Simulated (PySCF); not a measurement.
Computed IR spectrum (relative IR intensity) of a molecule C2H10OSi2. The structure is a stationary point at B3LYP-D3(BJ)/def2-SVP. One conformer was computed; it need not be the lowest. All values below come from B3LYP-D3(BJ)/def2-SVP in PySCF. Frequencies are harmonic and unscaled.

ν (cm⁻¹): 88 (vw), 225 (vw), 369 (w), 383 (w), 513 (w), 559 (vw), 662 (vw), 697 (w), 790 (vs), 855 (vs), 903 (m), 937 (w), 951 (s), 976 (w), 1172 (s), 1207 (m), 1230 (w), 1304 (w), 1453 (w), 1458 (vw), 1466 (vw), 1493 (vw), 2198 (m), 2206 (s), 2213 (s), 2230 (s), 2948 (m), 2966 (m), 2991 (m), 3022 (m), 3124 (w) (against the strongest line: vs over 80 %, s over 45 %, m over 15 %, w over 4 %, vw less)

Task: Which structure fits?
A. COC([SiH3])[SiH3]
B. O[SiH2]CC[SiH3]
C. [SiH3]CCO[SiH3]
D. COC[SiH2][SiH3]

Result: D, COC[SiH2][SiH3]
